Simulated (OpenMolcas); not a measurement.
**Setting up GeH3O (SMILES [O][GeH3]) in OpenMolcas**

GeH3O has 5 atoms, charge 0, and is taken as a doublet. SMILES: `[O][GeH3]`. The coordinates come from a PBE0-D4/def2-TZVP relaxation.

```
atom    x (Å)    y (Å)    z (Å)
   O  -1.4439   0.4186   0.7773
  Ge   0.0723  -0.0563  -0.0569
   H  -0.1622  -0.0912  -1.5747
   H   0.5480  -1.4181   0.4715
   H   1.0357   1.0734   0.3414
```

Settings wanted:

```yaml
method: DFT
reference: UKS
relativity: none
basis_set: 6-31G*
task: gradient
functional: B3LYP
nucleus: point
integration_grid: UltraFine
SCF_convergence_threshold: 1e-10
d_and_f_functions: Cartesian
```

Problem. Write the OpenMolcas 26.06 input and the command.

Solution. This one ran through:

run.input:
```
>>> EXPORT MOLCAS_PRINT=2

&gateway
 baslib
 $CurrDir
 coord
 5
 bohr
 O     -2.72857555     0.79103936     1.46888412
 Ge     0.13662720    -0.10639158    -0.10752542
 H     -0.30651358    -0.17234302    -2.97575173
 H      1.03556992    -2.67982062     0.89100587
 H      1.95718935     2.02843202     0.64515250
 basis
 6-31Gs
 group
 NoSym

&seward
 gridinput
 Grid=UltraFine
 End of Grid

&scf
 uhf
 spin
 2
 ksdft
 B3LYP
 thresholds
 1e-10 1e-07 1e-07 1e-05
 prorbitals
 1

&alaska
```

```bash
$ export MOLCAS_MEM=1860
$ pymolcas run.input > run.log
```

(Basis files named in the input come from the Basis Set Exchange and aren't shown.)

Calculated total energy: -2153.71050 Eh, largest force 0.371 eV/Å.
